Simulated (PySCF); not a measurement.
## Working out the ionisation energy of Cu²⁺

Cu²⁺ [Ar] 3d9 (2D) → Cu³⁺ [Ar] 3d8 (3F). Computed with PySCF 2.14 in def2-TZVP, with no relativity, point nucleus. Frozen: [Ar]. Energies in hartree (1 hartree = 27.21139 eV):

```csv
part,Cu²⁺ (lower),Cu³⁺ (upper)
UHF,-1638.045859,-1636.784514
MP2 opposite-spin,-0.162795,-0.107274
MP2 same-spin,-0.095291,-0.066359
```

Q: What does Hartree-Fock give?

A: (-1636.784514) − (-1638.045859) = 1.261345 hartree = 34.323 eV.

Q: What do MP2 and SCS-MP2 (6/5 opposite-spin, 1/3 same-spin) give?

A: The opposite-spin parts differ by 1.511 eV and the same-spin parts by 0.787 eV. MP2: 34.323 + (1.511) + (0.787) = 36.621 eV. SCS-MP2: 34.323 + 1.2 × (1.511) + (0.787)/3 = 36.399 eV.

Reference: 36.841 ± 0.012 eV (measured; NIST Atomic Spectra Database, ionization energies), between the lowest levels; spin-orbit coupling is absent from the calculation.

The calculation is non-relativistic.

What remains against the reference includes basis incompleteness, the frozen core and correlation beyond second order.
